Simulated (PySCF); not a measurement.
SMILES [Si](SC)(SC)(SC)SC (C₄H₁₂S₄Si), singlet (GFN2-xTB optimised geometry):

```
21

C      2.778     1.263     1.631
S      2.486     0.515     0.000
Si     0.331     0.515     0.000
S     -0.354    -0.488    -1.781
C      0.566    -2.047    -1.612
S     -0.354    -0.488     1.781
C     -2.141    -0.203     1.608
S     -0.453     2.522     0.000
C      0.136     3.066    -1.632
H      3.853     1.360     1.736
H      2.304     2.238     1.672
H      2.379     0.609     2.399
H      0.267    -2.671    -2.447
H      0.304    -2.522    -0.672
H      1.630    -1.839    -1.654
H     -2.338     0.864     1.650
H     -2.486    -0.620     0.667
H     -2.615    -0.709     2.442
H     -0.330     2.457    -2.400
H      1.217     2.977    -1.675
H     -0.163     4.103    -1.736
```

Calculation: PBE0/def2-SVP (PySCF).

Task: What are the frontier orbital energies and the dipole moment?

Result: HOMO-2 -6.95 eV, HOMO-1 -6.81 eV, HOMO -6.80 eV, LUMO 0.42 eV, LUMO+1 0.43 eV; dipole moment 0.01 D.

On the same geometry PBE/def2-SVP in PySCF gives HOMO-2 -5.66 eV, HOMO-1 -5.56 eV, HOMO -5.55 eV, LUMO -0.47 eV, LUMO+1 -0.45 eV; dipole moment 0.01 D.

Meta-Löwdin charges at PBE0/def2-SVP: C1 -0.34, S2 -0.19, Si3 0.62, S4 -0.19, C5 -0.34, S6 -0.19, C7 -0.34, S8 -0.19, C9 -0.34, H10 0.13, H11 0.12, H12 0.12, H13 0.13, H14 0.12, H15 0.12, H16 0.12, H17 0.12, H18 0.13, H19 0.12, H20 0.12, H21 0.13.
